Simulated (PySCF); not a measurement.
## Ionisation energy of Sc by level of theory

Sc [Ar] 3d1 4s2 (2D) → Sc+ [Ar] 3d1 4s1 (3D), as a difference of total energies. Computed with PySCF 2.14 in Sapporo-DKH3-DZP-2012 (6s5p3d1f, 43 functions), with the spin-free X2C one-electron Hamiltonian (Gaussian nucleus). Correlated levels: valence: [Ar] frozen. The calculations carry no spin-orbit coupling.

Question: Order these methods by the ionisation energy they give, lowest first.
A. MP2 (valence)
B. SCS-MP2 (valence)
C. B3LYP
D. PBE

Answer: A (6.053 eV), B (6.182 eV), D (6.556 eV), C (6.618 eV).

Errors of the correlated levels include the incompleteness of this basis and the frozen core.

MP2 underrates the near-degeneracy of ns² with np² in the lower species.

For comparison: 6.562 eV (measured; NIST levels, between the centres of gravity of the two terms).
